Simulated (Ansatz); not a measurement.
Total energies of `NC1CO[SiH2]1`.

```
atom   x (Å)   y (Å)   z (Å)
  N1   0.540   1.577  -0.533
  C2  -0.170   0.576   0.218
  C3  -0.966  -0.554  -0.504
  O4  -0.480  -1.734   0.177
 Si5   0.721  -0.901   0.983
  H6   1.200   1.167  -1.182
  H7  -0.087   2.171  -1.061
  H8  -0.812   1.072   0.952
  H9  -2.053  -0.493  -0.397
 H10  -0.712  -0.598  -1.569
 H11   0.724  -1.124   2.453
 H12   2.095  -1.159   0.464
```

Charge 0, multiplicity 1. The geometry is a stationary point of PBE0-D4/def2-TZVP. It is one conformer, not always the lowest. Basis def2-TZVPP, the Gaussian-basis code of Ansatz.

RPA on PBE orbitals: Hartree–Fock energy of these orbitals -498.09005 Eh, correlation -1.48022 Eh (frozen core).

```csv
functional,energy without D4 (Eh),D4 term (kJ/mol)
LDA (SPW92),-497.09299,–
revPBE,-499.85605,-79.0
B3LYP,-500.01024,-39.0
HSE06 (plane-wave form),-499.60616,-18.8
CAM-B3LYP,-499.89922,-20.4
LC-ωPBE,-499.77050,–
ωB97X-V,-499.87762,–
ωB97M-V,-499.88064,–
B2PLYP,-499.69824,–
PBE-QIDH,-499.51064,–
```

(1) Give the same for PBE, BLYP, r2SCAN, B97M-V, PBE0, r2SCANh, r2SCAN0, BHLYP. (Best estimate.)

B3LYP takes the VWN-RPA correlation (the form of Gaussian; ORCA's B3LYP/G). HSE06 is the plane-wave form, built on full-range PBE exchange. The double hybrids freeze the cores in their second-order part.

Results:

(1) The calculation gave: 
| functional | energy without D4 (Eh) | D4 term (kJ/mol) |
| --- | --- | --- |
| PBE | -499.57936 | -24.3 |
| BLYP | -499.90482 | -54.2 |
| r2SCAN | -499.84155 | -5.9 |
| B97M-V | -499.87999 | – |
| PBE0 | -499.62372 | -20.3 |
| r2SCANh | -499.82960 | -6.3 |
| r2SCAN0 | -499.81285 | -6.9 |
| BHLYP | -499.86516 | -28.3 |

LC-ωPBE has ω = 0.4 bohr⁻¹.
